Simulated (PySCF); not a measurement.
Compound: C4H9BrOSi.
Atom-mapped SMILES: `[Br:1][SiH:2]1[CH2:3][CH2:4][O:5][CH2:6][CH2:7]1` (hydrogens: H8 on Si2; H9, H10 on C3; H11, H12 on C4; H13, H14 on C6; H15, H16 on C7)

Cartesian coordinates in Å at the PBE0-D3(BJ)/def2-SVP level; atoms count from 1:
```
atom  x, y, z in Å
Br1    0.8832   -0.4137    3.1446
Si2    0.3572   -1.0867    1.0677
C3    -1.3761   -0.4919    0.6633
C4    -1.3397    1.0025    0.3262
O5    -0.4244    1.3196   -0.6904
C6     0.9271    1.2669   -0.3144
C7     1.4485   -0.1637   -0.1475
H8     0.5170   -2.5679    1.0353
H9    -1.7322   -1.0583   -0.2151
H10   -2.0787   -0.6875    1.4888
H11   -2.3247    1.3367   -0.0344
H12   -1.1121    1.5855    1.2425
H13    1.0872    1.8354    0.6249
H14    1.4856    1.7870   -1.1080
H15    1.3951   -0.6882   -1.1178
H16    2.5029   -0.1639    0.1709
```

Linear response at CAM-B3LYP/def2-SVPD (PySCF, frozen core in the response, non-relativistic). The CAM-B3LYP/def2-SVPD calculation is non-relativistic and has no spin–orbit coupling, an omission that weighs most on bromine.

Static isotropic polarisability: 94.83 au (14.05 Å³), principal values 89.2, 92.3, 103.1 au.

Problem. What is the polarisability at 1064 nm and at the sodium D line?

Solution. 95.59 au at 1064 nm (+0.8 %), 97.39 au at 589.3 nm (+2.7 %). The rise at 589.3 nm is 3.35 times that at 1064 nm; a pure ω² law gives 3.26. The lowest singlet lies at 178 nm, shorter than both wavelengths.

Problem. What is the isotropic C6 coefficient between two such molecules, C6 = (3/π)∫α(iω)² dω?

Solution. 3636 au (Eh·bohr⁶) by a ten-point quadrature over imaginary frequencies, which is 2170 eV·Å⁶ or 210 J·nm⁶/mol.

Problem. Which effective excitation energy ω̄ makes London's formula C6 = (3/4)α²ω̄ exact here?

Solution. ω̄ = 4·C6/(3α²) = 0.539 Eh = 14.7 eV. A one-pole form α(ω) = α/(1 − ω²/ω̄²) fitted to the 1064 nm value gives 13.0 eV.

Problem. The lowest 6 singlets have (eV, f): 6.95, 0.019; 6.98, 0.015; 7.30, 0.012; 7.59, 0.010; 7.75, 0.034; 7.90, 0.001. What share of the static polarisability do they carry in the sum over states α = Σ f/ω²?

Solution. 1.24 au, 1.3 % of α; the largest term, 0.42 au, is that of the state at 7.75 eV. Their oscillator strengths add up to 0.09. Higher states carry the rest.

Problem. How many electrons N does the Slater–Kirkwood formula C6 = (3/4)·√N·α^(3/2) need to give this C6?

Solution. N = (4·C6/3)²/α³ = 27.6; the species has 90 electrons in all.

Problem. What molar refraction at the D line follows from R = (4π/3)·N_A·α′, with α′ the polarisability volume?

Solution. α′ = 14.43 Å³ gives R = 36.40 cm³/mol, for isolated, non-vibrating species.

Problem. What three-body coefficient follows from the one-pole estimate C9 = (3/4)·α·C6?

Solution. 259000 au. This is an estimate from the two numbers above, not a computed integral.

Problem. How anisotropic is the static polarisability, by Δα² = ½[(α1 − α2)² + (α2 − α3)² + (α3 − α1)²]?

Solution. Δα = 12.6 au, or 0.13 of the isotropic value.

Problem. What n − 1 at the D line would an ideal gas of it have at 273.15 K and 1 atm (2.6868 × 10¹⁹ cm⁻³), by n − 1 = 2π·N·α′?

Solution. 24.36 × 10⁻⁴, a formal value whether or not that pressure can be reached.

One conformer stands for the species.
